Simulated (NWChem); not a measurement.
H3SO4 cation; SMILES O=S(=O)(O)[OH2+]

All runs: NWChem. Each level has its own optimisation; frequencies are unscaled. Brackets give each atom's bonded neighbours. One conformer.

| level | r O–S [O(HS)–S(OOOO)] (Å) | r O–S [O(HHS)–S(OOOO)] (Å) | r H–O [H(O)–O(HS)] (Å) | r H–O [H(O)–O(HHS)] (Å) | highest harmonic frequency (cm⁻¹) | lowest (cm⁻¹) | zero-point energy (kcal/mol) |
|---|---|---|---|---|---|---|---|
| B3LYP/3-21G | 1.711 | 2.017 | 1.013 | 0.996 | 3602 | 122 | 27.5 |
| LDA (Slater exchange, VWN5)/def2-SVP | 1.559 | 1.966 | 0.995 | 0.991 | 3624 | 158 | 30.0 |
| PBE-D3(BJ)/def2-SVP | 1.584 | 2.071 | 0.993 | 0.988 | 3645 | 153 | 29.8 |
